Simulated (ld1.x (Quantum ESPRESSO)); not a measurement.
# An all-electron radial function and its pseudo partner (Au (Z = 79))

Columns: radius, all-electron u(r) and pseudo u(r) of the 6s shell (level -6.22 eV) of gold in the configuration [Xe] 4f14 5d10 6s0.75 6p0.25; PBE, scalar-relativistic, TM scheme, ld1.x (Quantum ESPRESSO) 7.5.

| r (bohr) | all-electron | pseudo |
| --- | --- | --- |
| 0.128 | 0.1360 | -0.0145 |
| 0.255 | -0.1316 | -0.0298 |
| 0.382 | -0.1501 | -0.0471 |
| 0.510 | 0.0877 | -0.0675 |
| 0.638 | 0.2678 | -0.0922 |
| 0.765 | 0.3072 | -0.1223 |
| 0.893 | 0.2365 | -0.1595 |
| 1.020 | 0.1068 | -0.2042 |
| 1.148 | -0.0440 | -0.2574 |
| 1.275 | -0.1892 | -0.3175 |
| 1.402 | -0.3173 | -0.3828 |
| 1.530 | -0.4243 | -0.4502 |
| 1.658 | -0.5087 | -0.5142 |
| 1.785 | -0.5715 | -0.5697 |
| 1.912 | -0.6159 | -0.6133 |
| 2.040 | -0.6450 | -0.6436 |
| 2.168 | -0.6609 | -0.6605 |
| 2.295 | -0.6662 | -0.6662 |
| 2.422 | -0.6630 | -0.6630 |
| 2.550 | -0.6530 | -0.6530 |
| 2.678 | -0.6378 | -0.6378 |
| 2.805 | -0.6189 | -0.6189 |
| 2.932 | -0.5971 | -0.5971 |
| 3.060 | -0.5731 | -0.5731 |
| 3.188 | -0.5477 | -0.5477 |
| 3.315 | -0.5219 | -0.5219 |

(1) How many radial nodes do the two functions have?

(2) At about which radius was the pseudo-wave matched?

(3) Is the pseudo-wave norm-conserving?

Answers

(1) The all-electron 6s function has n − l − 1 = 5 (the table is too coarse to show those close to the nucleus); the pseudo-wave has 0, since the states of the same l below it are removed with the core.

(2) 2.50 bohr. The columns agree to 0.0005 from 2.17 bohr on; several derivatives are matched, so the curves merge somewhat inside the radius.

(3) Yes: the TM scheme keeps the norm inside the radius equal to the all-electron one, which fixes the energy derivative of the logarithmic derivative at the level.
